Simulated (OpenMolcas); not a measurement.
# Cr5+, Mo5+, W5+: d down the group

```json
{"Program": "OpenMolcas 26.06", "Method": "CASSCF", "Basis": "ANO-RCC-VTZP", "Scalar Hamiltonian": "DKH2, point nucleus", "Spin-orbit coupling": "state interaction with AMFI integrals over the reference wave functions, term energies averaged over their components"}
```

Active space for each ion: 1 electron in 5 orbitals (d).

Computed levels in cm-1 above 2D 3/2:

```
                               Level  Cr5+  Mo5+   W5+
                              2D 5/2   923  2484  8927
weight of 2D in the lowest level (%)   100   100   100
```

Measured, with the error of the calculation in %. Measured levels: Cr5+ from Sugar and Corliss, J. Phys. Chem. Ref. Data 6, 317 (1977); Mo5+ from Sugar and Musgrove, J. Phys. Chem. Ref. Data 17, 155 (1988); W5+ from the list in J. Phys. B 45, 035002 (2012).

| Level | Cr5+ | Mo5+ | W5+ |
| --- | --- | --- | --- |
| 2D 5/2 | 940 (-1.8) | 2584 (-3.9) | 8709 (+2.5) |

The fine-structure level 2D 5/2 changes by a factor of 9.67 from Cr5+ to W5+.

With one active electron the reference holds no correlation, so core polarisation is missing. Computed and measured levels are paired by configuration, term and J; levels that our copy of the source lacks, or whose pairing is in doubt (as where it misses far off the trend of its configuration), stay unpaired and out of the deviations. Only configurations of the active space appear.
